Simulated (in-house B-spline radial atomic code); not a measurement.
Whole-atom quantities along the 4-electron series, configuration [He] 2s2. Breit and QED terms are first order and not part of the total energy; the density at the nucleus is averaged over the nuclear charge. Computed with a radial B-spline atomic code at the basis-set limit: Dirac-Hartree-Fock, average of the configuration, finite nuclei.

| ion | Z | E/Z² (Eh) | Σ<r²> (bohr²) | n(0)/Z³ (bohr⁻³) | Lamb diamagnetic shielding (ppm) | repulsion over attraction | Breit energy (eV) | self-energy (eV) | vacuum polarisation (eV) | Dirac less non-relativistic energy (Eh) |
| --- | --- | --- | --- | --- | --- | --- | --- | --- | --- | --- |
| Cd44+ | 48 | -1.2588 | 0.038249 | 1.3799 | 2248.74 | 0.012769 | 49.256 | 76.443 | -9.6571 | -94.914 |
| In45+ | 49 | -1.2614 | 0.036521 | 1.4178 | 2303.24 | 0.012501 | 52.535 | 82.074 | -10.535 | -103.45 |
| Sn46+ | 50 | -1.2639 | 0.034898 | 1.4559 | 2358.25 | 0.012243 | 55.964 | 88.002 | -11.476 | -112.57 |
| Sb47+ | 51 | -1.2665 | 0.033373 | 1.4961 | 2413.78 | 0.011996 | 59.546 | 94.238 | -12.484 | -122.3 |
| Te48+ | 52 | -1.2692 | 0.031937 | 1.5362 | 2469.85 | 0.011757 | 63.286 | 100.79 | -13.562 | -132.68 |
| I49+ | 53 | -1.2718 | 0.030584 | 1.5811 | 2526.48 | 0.011527 | 67.188 | 107.68 | -14.715 | -143.73 |
| Xe50+ | 54 | -1.2745 | 0.029308 | 1.6262 | 2583.7 | 0.011305 | 71.257 | 114.9 | -15.947 | -155.49 |
| Cs51+ | 55 | -1.2772 | 0.028102 | 1.6745 | 2641.52 | 0.011091 | 75.497 | 122.48 | -17.263 | -167.98 |
| Ba52+ | 56 | -1.28 | 0.026962 | 1.7239 | 2699.95 | 0.010885 | 79.913 | 130.43 | -18.667 | -181.25 |
| La53+ | 57 | -1.2828 | 0.025883 | 1.7767 | 2759.04 | 0.010685 | 84.509 | 138.76 | -20.164 | -195.33 |
| Ce54+ | 58 | -1.2857 | 0.024861 | 1.8316 | 2818.8 | 0.010492 | 89.291 | 147.49 | -21.76 | -210.26 |
| Pr55+ | 59 | -1.2885 | 0.023891 | 1.8895 | 2879.25 | 0.010305 | 94.263 | 156.62 | -23.46 | -226.07 |
| Nd56+ | 60 | -1.2915 | 0.022971 | 1.9497 | 2940.42 | 0.010124 | 99.43 | 166.17 | -25.27 | -242.81 |
| Pm57+ | 61 | -1.2945 | 0.022097 | 2.01 | 3002.32 | 0.0099483 | 104.8 | 176.17 | -27.195 | -260.51 |
| Sm58+ | 62 | -1.2975 | 0.021266 | 2.066 | 3064.97 | 0.0097783 | 110.37 | 186.61 | -29.238 | -279.19 |
| Eu59+ | 63 | -1.3006 | 0.020474 | 2.1333 | 3128.45 | 0.0096133 | 116.15 | 197.53 | -31.416 | -298.95 |
| Gd60+ | 64 | -1.3037 | 0.019721 | 2.202 | 3192.75 | 0.0094532 | 122.15 | 208.94 | -33.729 | -319.8 |
| Tb61+ | 65 | -1.3069 | 0.019002 | 2.2904 | 3257.97 | 0.0092975 | 128.38 | 220.85 | -36.198 | -341.84 |
| Dy62+ | 66 | -1.3102 | 0.018317 | 2.3519 | 3323.97 | 0.0091465 | 134.83 | 233.29 | -38.8 | -364.99 |
| Ho63+ | 67 | -1.3135 | 0.017663 | 2.439 | 3390.97 | 0.0089995 | 141.51 | 246.26 | -41.579 | -389.45 |
| Er64+ | 68 | -1.3169 | 0.017038 | 2.521 | 3458.9 | 0.0088566 | 148.44 | 259.81 | -44.522 | -415.18 |
| Tm65+ | 69 | -1.3203 | 0.016441 | 2.618 | 3527.87 | 0.0087174 | 155.61 | 273.94 | -47.655 | -442.29 |
| Yb66+ | 70 | -1.3238 | 0.015869 | 2.7027 | 3597.8 | 0.008582 | 163.03 | 288.67 | -50.966 | -470.77 |
| Lu67+ | 71 | -1.3274 | 0.015322 | 2.7953 | 3668.82 | 0.00845 | 170.72 | 304.04 | -54.481 | -500.72 |
| Hf68+ | 72 | -1.331 | 0.014798 | 2.9065 | 3741.02 | 0.0083213 | 178.67 | 320.06 | -58.224 | -532.25 |

Problem. With what power of Z does the column «vacuum polarisation (eV)» change over this range?

Solution. A fit of the logarithm of its size against log Z from Z = 48 to 72 has slope 4.43.
